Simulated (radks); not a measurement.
These are the eigenvalues of the occupied orbitals of an atom or ion with whole-number occupations (Ry). Calculated with a radial shooting solver on a logarithmic mesh with Libxc functionals: non-relativistic Kohn-Sham, LB94 model potential, spin-polarised, spherical densities, point nucleus.

orbital  eigenvalue
1s up     -3586.496
1s down   -3586.495
2s down   -574.3121
2s up     -574.3076
2p down   -547.3356
2p up     -547.3330
3s up     -127.8043
3s down   -127.8007
3p up     -115.6119
3p down   -115.6102
3d down   -92.82248
3d up     -92.81909
4s up     -25.36446
4s down   -25.12994
4p up     -20.58794
4p down   -20.35538
4d up     -12.04849
4d down   -11.82019
5s up      -3.98571
5s down    -3.82199
5p up      -2.70357
5p down    -2.57763
4f up      -1.59933
4f down    -1.39514
6s up      -0.88133

Which element is it, and in what charge state? The configuration may be excited. Open shells, if any, are filled with parallel spins first.

Answer. Z = 65, terbium, charge +1: Tb+ in [Xe] 4f9 6s1. The list shows which subshells hold electrons but not how many an open one holds; the 1s level, -1793.2 hartree, gives Z - s = 59.9 by -(Z - s)^2/2, which with screening narrows Z to a few neighbours, and the depths of the outer levels then fix element, charge and occupations together.
